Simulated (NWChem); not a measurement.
System: TlCl; SMILES [Cl][Tl]

```xyz
2

Tl     0.0000     0.0000    -0.4220
Cl     0.0000     0.0000     2.1145
```
Atoms are numbered in this order, from 1.

Program: NWChem. Coordinates come from a PBE-D3(BJ)/def2-SVP optimisation. def2 effective core potentials on Tl; no spin-orbit coupling. B3LYP is NWChem's, with the RPA form of VWN correlation. Ions are spin-unrestricted doublets at the neutral geometry; other ion states weren't tried.

### Question
Among these, which level gives the highest value of “−ε(HOMO) (eV)”?
A. PBE/def2-SVPD
B. Hartree-Fock/def2-SVPD
C. r2SCAN/def2-SVPD
D. BHandHLYP/def2-SVPD

### Answer
B, Hartree-Fock/def2-SVPD. Values: PBE/def2-SVPD 6.56; r2SCAN/def2-SVPD 6.81; BHandHLYP/def2-SVPD 8.52; Hartree-Fock/def2-SVPD 9.84
